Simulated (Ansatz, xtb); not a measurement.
# C2H8F2SSi2: which of two isomers lies lower

We compare I, `CC[Si](F)(F)S[SiH3]`, a singlet, with II, `CC[Si@H](F)S[SiH2]F`, a singlet. Both are isolated molecules in the gas phase, relaxed with r2SCAN-D4/def2-SVP; each stands in its lowest conformer found.

I (Å):

```xyz
15

C    -0.3247   -2.3083    0.2711
C    -0.5593   -0.9253   -0.3508
F     2.2149   -0.2623   -0.3273
F     0.8560    0.4408    1.7153
S     0.4034    2.1893   -0.7824
Si    0.7536    0.2931    0.1037
Si    2.1148    3.2831   -0.0244
H     0.6365   -2.7345   -0.0561
H    -0.3049   -2.2527    1.3708
H    -1.1197   -3.0140   -0.0149
H    -1.5327   -0.5075   -0.0368
H    -0.5982   -0.9860   -1.4533
H     2.0917    3.3303    1.4641
H     1.9729    4.6523   -0.5895
H     3.3853    2.6589   -0.4879
```

II (Å):

```xyz
15

C     0.4193    2.0291    1.7314
C     0.8082    0.5572    1.5603
F     2.8520    1.1294   -0.3565
F     2.6464   -0.1014   -3.2758
S     0.1305    0.5911   -1.6374
Si    1.5672    0.1546   -0.0901
Si    1.5074    1.0580   -3.2067
H     1.2940    2.6874    1.6102
H    -0.0064    2.2177    2.7292
H    -0.3286    2.3340    0.9828
H    -0.0669   -0.1053    1.6977
H     1.5376    0.2484    2.3327
H     2.0554   -1.2438   -0.1884
H     0.7177    1.0442   -4.4639
H     2.1988    2.3520   -2.9964
```

Problem. Estimate which is lower in electronic energy at CCSD(T)/def2-SVP + ΔMP2/def2-TZVPP, and by roughly how much.

Solution. The CCSD(T)/def2-SVP + ΔMP2/def2-TZVPP calculation puts structure I lower, by 4.6 kcal/mol.

Level by level:

```
                             level            geometry  E(II) − E(I) (kcal/mol)  departure from the last row (kcal/mol)  job, with rough time for the two
                r2SCAN-D4/def2-SVP  r2SCAN-D4/def2-SVP                      +4.7                                    +0.1                optimisation, 80 s
                       HF/def2-SVP  r2SCAN-D4/def2-SVP                      +4.2                                    −0.4           part of the CCSD(T) run
                      MP2/def2-SVP  r2SCAN-D4/def2-SVP                      +3.8                                    −0.8           part of the CCSD(T) run
                  CCSD(T)/def2-SVP  r2SCAN-D4/def2-SVP                      +4.2                                    −0.5                      single point
CCSD(T)/def2-SVP + ΔMP2/def2-TZVPP  r2SCAN-D4/def2-SVP                      +4.6                                                        single point, 97 s
```

As drawn, both hold the same kinds of bond in the same numbers.

None of the levels shown reverses the order. The largest departure from CCSD(T)/def2-SVP + ΔMP2/def2-TZVPP is that of MP2/def2-SVP, 0.8 kcal/mol. Levels run at GFN2-xTB geometries aren't shown. The last row adds to CCSD(T) the change of the MP2 difference between the two basis sets, here +0.5 kcal/mol.

With thermal terms from frequencies at re-optimised GFN2-xTB minima (ideal gas, soft modes damped towards free rotors, one conformer each, 298.15 K, 1 atm): on the last row, ΔE + ΔZPE = +5.0, ΔH = +4.9, ΔG = +5.2 kcal/mol.

The correlated steps freeze 19 core orbitals. Mirror images aren't counted in ΔG. Programs: Ansatz 0.2.0, xtb 6.7.1; the last row on 4 threads of Arm Neoverse V1 on a shared host.
